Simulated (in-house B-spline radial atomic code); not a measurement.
The outermost shell (largest non-relativistic mean radius) with and without relativity; Dirac values are averaged over j. Computed with an all-electron radial atomic-structure program (B-spline basis): non-relativistic Hartree-Fock and Dirac-Hartree-Fock, averages of the configuration (point nuclei without relativity, finite nuclei with it).

```json
{"ion": "Al3+", "configuration": "[He] 2s2 2p6", "outermost shell": "2s", "radius non-relativistic (bohr)": "0.61938", "radius Dirac (bohr)": "0.6176", "radius change (%)": "-0.28669", "level non-relativistic (eV)": "-167.378", "level Dirac (eV)": "-167.93", "spin-orbit splitting (eV)": "-"}
{"ion": "Si3+", "configuration": "[Ne] 3s1", "outermost shell": "?", "radius non-relativistic (bohr)": "?", "radius Dirac (bohr)": "?", "radius change (%)": "?", "level non-relativistic (eV)": "?", "level Dirac (eV)": "?", "spin-orbit splitting (eV)": "?"}
{"ion": "P3+", "configuration": "[Ne] 3s2", "outermost shell": "3s", "radius non-relativistic (bohr)": "1.6962", "radius Dirac (bohr)": "1.6919", "radius change (%)": "-0.24786", "level non-relativistic (eV)": "-49.883", "level Dirac (eV)": "-50.003", "spin-orbit splitting (eV)": "-"}
{"ion": "S3+", "configuration": "[Ne] 3s2 3p1", "outermost shell": "3p", "radius non-relativistic (bohr)": "1.6747", "radius Dirac (bohr)": "1.6739", "radius change (%)": "-0.051962", "level non-relativistic (eV)": "-46.714", "level Dirac (eV)": "-46.713", "spin-orbit splitting (eV)": "0.12501"}
{"ion": "Cl3+", "configuration": "[Ne] 3s2 3p2", "outermost shell": "?", "radius non-relativistic (bohr)": "?", "radius Dirac (bohr)": "?", "radius change (%)": "?", "level non-relativistic (eV)": "?", "level Dirac (eV)": "?", "spin-orbit splitting (eV)": "?"}
{"ion": "Ar3+", "configuration": "[Ne] 3s2 3p3", "outermost shell": "3p", "radius non-relativistic (bohr)": "1.4054", "radius Dirac (bohr)": "1.4042", "radius change (%)": "-0.085708", "level non-relativistic (eV)": "-57.135", "level Dirac (eV)": "-57.144", "spin-orbit splitting (eV)": "0.24799"}
```

Problem. Fill in the row of Si3+.

Solution. outermost shell: 3s; radius non-relativistic (bohr): 1.8702; radius Dirac (bohr): 1.8661; radius change (%): -0.21648; level non-relativistic (eV): -44.666; level Dirac (eV): -44.759.

Problem. Fill in the row of Cl3+.

Solution. outermost shell: 3p; radius non-relativistic (bohr): 1.5277; radius Dirac (bohr): 1.5267; radius change (%): -0.068286; level non-relativistic (eV): -51.873; level Dirac (eV): -51.877; spin-orbit splitting (eV): 0.17873.

Problem. Which member changes most?

Solution. Aluminium (Al3+): its 2s shell contracts by 0.3 %.
